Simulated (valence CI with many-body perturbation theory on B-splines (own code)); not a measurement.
# Which ion has this spectrum?

A relativistic CI+MBPT calculation for an atom or ion with 32 electrons gives these levels (cm⁻¹):

```csv
J,Parity,E,g
0,even,0,
1,even,989548,1.50
2,even,1026910,1.17
2,odd,1848896,1.55
1,odd,1976622,1.08
2,even,2044850,1.32
0,even,2125425,
2,odd,2338891,0.76
1,odd,2499758,0.85
2,odd,2621140,1.34
3,odd,2635087,1.13
2,odd,2829086,1.49
3,odd,2894991,1.31
0,odd,2938763,
```

The energies are calculated, and their last digits are not significant.

Q: Which is it?
A. Re43+
B. Os44+
C. Ir45+
D. Pt46+

A: D. Pt46+, ground level (4s^2 4p1/2^2) J=0.
